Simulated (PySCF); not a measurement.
C4H3ClF3O (charge +1).
Structure used (GFN2-xTB), in Å, numbered top down from 1:
```
atom  x, y, z in Å
O1     1.182    2.389   -0.729
C2     1.109    1.355   -0.312
C3     1.141    0.018    0.138
Cl4    1.632   -0.597   -1.549
C5    -0.142   -0.598    0.690
C6    -1.361   -0.233   -0.175
F7    -1.281    1.077   -0.510
F8    -1.393   -0.914   -1.313
F9    -2.490   -0.424    0.473
H10    1.981   -0.156    0.828
H11   -0.329   -0.230    1.705
H12   -0.047   -1.687    0.729
```

The closed-shell SCF was solved with PySCF and density fitting under several settings on one GFN2-xTB geometry (grid level 2 and gas phase unless stated).

```json
{"settings": "PBE0/pcSseg-1", "basis functions": "175", "SCF cycles": "14", "E (Eh)": "-988.0917", "HOMO (eV)": "-14.93", "LUMO (eV)": "-8.53"}
{"settings": "PBE0/def2-SVPD", "basis functions": "223", "SCF cycles": "14", "E (Eh)": "-987.6548", "HOMO (eV)": "-14.90", "LUMO (eV)": "-8.51"}
{"settings": "BLYP/pcSseg-1, level shift 0.1 Eh", "basis functions": "175", "SCF cycles": "12", "E (Eh)": "-988.7123", "HOMO (eV)": "-13.24", "LUMO (eV)": "-9.38"}
{"settings": "B97-2/cc-pVDZ", "basis functions": "145", "SCF cycles": "14", "E (Eh)": "-988.7611", "HOMO (eV)": "-14.53", "LUMO (eV)": "-8.44"}
{"settings": "wB97X-D/pcSseg-1", "basis functions": "175", "SCF cycles": "14", "E (Eh)": "-988.6158", "HOMO (eV)": "-16.87", "LUMO (eV)": "-6.74"}
{"settings": "wB97X/aug-cc-pVDZ, fitting basis def2-universal-jkfit", "basis functions": "238", "SCF cycles": "12", "E (Eh)": "-988.8043", "HOMO (eV)": "-17.28", "LUMO (eV)": "-6.12"}
```

**Question.** Estimate the rows for these settings: (1) X3LYP/pcSseg-1, start guess atom; (2) PBE0/pcSseg-0, start guess atom.

**Answer.** 
```csv
settings,basis functions,SCF cycles,E (Eh),HOMO (eV),LUMO (eV)
"X3LYP/pcSseg-1, start guess atom",175,11,-988.5718,-14.70,-8.67
"PBE0/pcSseg-0, start guess atom",91,11,-986.3831,-15.18,-9.02
```

**Question.** Over all rows, what range does the HOMO–LUMO gap span?

**Answer.** From 3.86 eV (BLYP/pcSseg-1, level shift 0.1 Eh) to 11.16 eV (wB97X/aug-cc-pVDZ, fitting basis def2-universal-jkfit). The functional of the narrowest has no exact exchange, that of the widest range-separated exact exchange.

**Question.** Compare two rows with the functional PBE0: PBE0/pcSseg-0, start guess atom and PBE0/pcSseg-1. Which energy is lower, and by how much?

**Answer.** PBE0/pcSseg-1 (175 functions) lies 1.7086 Eh or 1072 kcal/mol below PBE0/pcSseg-0, start guess atom (91 functions).

wB97X-D ran without the empirical dispersion term, which would shift the total energy alone. Cycle counts include a coarse-grid stage where the run had one.

One conformer stands for the species.
